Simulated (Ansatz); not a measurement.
`[BH2][GaH][Se]C` + H₂ → `C[SeH]` + `[BH2][GaH2]`  (hydrogenolysis of the Se–Ga bond)

Calculated with Ansatz (gas phase, PBE0-D4/def2-TZVP geometries, no zero-point term in ΔE). CCSD(T)/CBS adds triple-zeta CCSD(T) − MP2 to the extrapolated MP2 energy (def2 sets, frozen cores). This one scheme is used for every species. Functionals use def2-TZVPP. For Ga, Se outer-core shells are correlated without core-valence functions, which leaves a few kJ/mol of doubt a bond. Scalar relativity is left out up to krypton. One conformer a species, not always the lowest.

```
             level  ΔE (kJ/mol)
           BLYP-D4        102.0
          PBE-QIDH         99.0
               PBE         95.2
            revPBE         92.1
     HF/def2-TZVPP         75.6
    MP2/def2-TZVPP        108.6
CCSD(T)/def2-TZVPP         97.9
      HF/CBS(def2)         73.5
```

**Question.** What does CCSD(T)/CBS give? (Best estimate.)

**Answer.** The calculation gave: +103.6 kJ/mol. The listed levels differ from it by -1.6, -4.6, -8.4, -11.5, -28.0, 5.0, -5.7, -30.1 kJ/mol.

Largest T1 diagnostic among the species: 0.014.

In def2-TZVPP, CCSD(T) changes the Hartree–Fock value by +22.3 kJ/mol (the triples alone add +6.3 kJ/mol) and MP2 by +33.0 kJ/mol. Leaving LDA and LC-ωPBE aside and taking each functional with its dispersion term where it has one, the values, not all of them listed here, spread over 20.2 kJ/mol, from B97M-V to revPBE-D4.

CCSD(T)/CBS has its own doubt, a few kJ/mol and more with outer-core shells, so smaller differences from it don't rank the levels.
